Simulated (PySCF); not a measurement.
# What a mistake does to a calculation on BGeH7OSi

All numbers below are calculated, not measured. The program is PySCF 2.14.0, an open-source quantum chemistry code, run on an isolated molecule that a program drew, which may never have been made. The molecule is BGeH7OSi (charge 0, singlet), drawn as the SMILES string `[SiH3]B[O][GeH3]`.

Each row is a Hartree-Fock (HF) and frozen-core CCSD(T) single point in the cc-pV(D+d)Z basis, meant for a local HF minimum. Run 1 is clean. Each other run has one planted mistake out of seven kinds, and not every kind appears here: one electron removed, one electron added, multiplicity raised by two, geometry at a saddle point, minimal basis STO-3G, one bond length entered in bohr, all coordinates scaled. The reference is restricted for singlets and unrestricted otherwise, and also for a bond in bohr. Adding or removing an electron swaps singlet and doublet. Electrons count all cores. HOMO and LUMO are orbital energies over both spins, the gradient is its largest component, and the lowest frequency (negative if imaginary) is given only where the gradient is small. Bond lengths are over the 10 bonds as drawn. T1 is the CCSD diagnostic: over 0.02 (restricted) or 0.045 (unrestricted) a single reference is doubtful. Germanium has the cc-pVDZ-PP basis, with a core potential (ECP10MDF) in place of its 10 inner electrons, and its 3s, 3p and 3d shells are frozen in CCSD(T).

Geometry of the clean run:
```xyz
11
BGeH7OSi, angstrom
Si    0.2801    0.7873   -3.0386
B     1.3467    0.1946   -1.3716
O     0.8864   -0.5541   -0.3574
Ge   -0.6977   -1.3240    0.0145
H     0.2524    2.2719   -3.1172
H     0.9477    0.2845   -4.2684
H    -1.1292    0.3073   -3.0611
H     2.4997    0.5556   -1.2981
H    -0.4793   -2.0210    1.3489
H    -1.7489   -0.2226    0.1093
H    -1.0175   -2.3129   -1.1022
```

```
run  electrons  basis functions  <S^2>  HOMO (eV)  LUMO (eV)  gradient (hartree/bohr)  lowest frequency (cm^-1)  mean bond (Å)  longest bond (Å)      T1  HF (hartree)  CCSD(T) (hartree)                          mistake
  1         66              109  0.000     -10.13       2.67                  5.4e-06                        49         1.5454             2.066  0.0154    -685.97102         -686.51669                         no fault
  2         66              109  0.859      -9.51       0.87                  6.7e-03                         -         1.6811             2.883  0.0384    -685.86618         -686.39945  one bond length entered in bohr
  3         66              109  0.000     -10.10       2.58                  1.7e-02                         -         1.5824             2.115  0.0161    -685.96548         -686.51497           all coordinates scaled
  4         67              109  0.758       2.14       6.80                  8.1e-02                         -         1.5454             2.066  0.0234    -685.87220         -686.44242                                ?
```

**Which mistake was planted in run 4, and what did it cost?**

It counts 67 electrons, one more than the clean run, at the same geometry and basis. So the mistake is: one electron added. Subtracting run 1 and multiplying by 627.51 kcal/mol a hartree, the energy moved by 62.0 kcal/mol in HF and 46.6 kcal/mol in CCSD(T).

Cautions from the logs. Run 4: the HOMO is above zero, so the electron isn't bound and the energy depends on the basis.
